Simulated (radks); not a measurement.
Results of a calculation; reference values are marked as such.
The mean radii <r> (bohr) of the occupied orbitals of an atom or ion are listed with their occupations. Code: a radial shooting solver on a logarithmic mesh with Libxc functionals. Model: scalar-relativistic Kohn-Sham, exchange-only r2SCAN, spin-unpolarised, spherical densities, finite nucleus; meta-GGA in the generalised Kohn-Sham scheme; Fermi nuclear charge, rms radius of each element as measured or else 0.836 A^(1/3) + 0.57 fm.

| orbital | occ. | <r> |
|---|---|---|
| 1s | 2 | 0.2694 |
| 2s | 2 | 1.471 |
| 2p | 1 | 1.527 |

Name the element and its charge.

Answer. Z = 6, carbon, charge +1: C+ in [He] 2s2 2p1. The 1s radius gives Z: for a bare nucleus <r> = (2 gamma + 1)/(2Z) with gamma = sqrt(1 - (Z/c)^2), 0.2498 bohr for Z = 6, and screening makes it slightly larger (0.2694 here). The occupations add up to 5, and the charge is Z minus that.
